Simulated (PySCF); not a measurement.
Vertical excitations of a molecule C₄H₄F₂O₂ from PySCF 2.14.0 with TDA-LC-ωPBE/def2-SVPD, as energy in eV (oscillator strength): 4.16 (0.000), 7.80 (0.015), 8.35 (0.001), 8.70 (0.091), 8.93 (0.030), 9.04 (0.109). Lowest triplet (TDA): 3.47 eV. Geometry optimised at B3LYP-D3(BJ)/def2-SVP. The values are those of a single conformer.

Which structure fits?
A) CC1=COC(F)(F)O1
B) FC(F)C=C1OCO1
C) O=C[C@@H]1CC(F)(F)O1
D) CC1OC(F)=C(F)O1

C, O=C[C@@H]1CC(F)(F)O1
